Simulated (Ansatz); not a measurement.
Consider the ligand exchange at a Ge–C bond: `[GeH3][CH]=[Se]` + HBr → `[GeH3][Br]` + `C=[Se]`.

Isolated molecules relaxed with PBE0-D4/def2-TZVP in Ansatz; ΔE leaves out vibrations. CBS: MP2 limit from def2 TZ/QZ plus the TZ coupled-cluster correction, frozen cores. DFT in def2-TZVPP. For Br, Ge, Se outer-core shells are correlated without core-valence functions, which leaves a few kJ/mol of doubt a bond. Scalar relativity is left out up to krypton.

`[GeH3][CH]=[Se]`:

Z-matrix (Å, degrees):
```
Ge
C 1 1.953
H 1 1.539 2 108.9
H 1 1.530 2 108.8 3 121.3
H 1 1.539 2 108.6 3 -117.8
Se 2 1.750 1 124.7 3 -123.8
H 2 1.091 1 117.4 3 56.3
```

HBr:

```xyz
2

Br   -0.012    0.612   -0.360
H     0.012   -0.612    0.360
```

`[GeH3][Br]`:

Z-matrix (Å, degrees):
```
Ge
Br 1 2.309
H 1 1.532 2 107.2
H 1 1.532 2 107.2 3 -120.0
H 1 1.532 2 107.2 3 120.0
```

`C=[Se]`:

Cartesian coordinates in Å:
```
C -0.100 -0.109 0.018
Se 1.070 1.163 -0.188
H -0.677 -0.214 0.933
H -0.293 -0.840 -0.763
```

CCSD(T)/CBS gives -86.2 kJ/mol.

Another level gave -90.1 kJ/mol. Which?
A. BHLYP-D4/def2-TZVPP
B. r2SCAN-D4/def2-TZVPP
C. LDA (SPW92)/def2-TZVPP
D. PBE-D4/def2-TZVPP

B. r2SCAN-D4 -90.1, BHLYP-D4 -97.3, PBE-D4 -85.2, LDA (SPW92) -77.5 kJ/mol.

Largest T1 diagnostic among the species: 0.015.

From r2SCAN to r2SCAN0 (25 % exact exchange), in def2-TZVPP and without D4, ΔE moves by −4.0 kJ/mol. Leaving LDA and LC-ωPBE aside and taking each functional with its dispersion term where it has one, the values, not all of them listed here, spread over 12.5 kJ/mol, from BHLYP-D4 to revPBE-D4. LDA lies +10.3 kJ/mol from PBE without D4.
